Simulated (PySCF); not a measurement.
**Correlation energy of F²⁺ (fluorine, charge +2)**

[He] 2s1 2p4, high-spin 4P determinant (an excited configuration). All numbers are calculated (PySCF 2.14, scalar relativity by spin-free X2C-1e, in dyall-acv3z (15s9p4d2f, 76 functions)). Frozen: 1s2; 5 electrons correlated; the 18 highest virtual orbitals of each spin left out.

```csv
level,correlation energy (mhartree)
CCSD,-117.11
(T),-1.54
CCSD(T),-118.65
```

Diagnostics: T1 = 0.0032, D1 = 0.0058, largest double amplitude 0.044.

**Question.** Is a single reference adequate?

**Answer.** Yes: T1 lies below 0.03 and no double amplitude reaches 0.07.
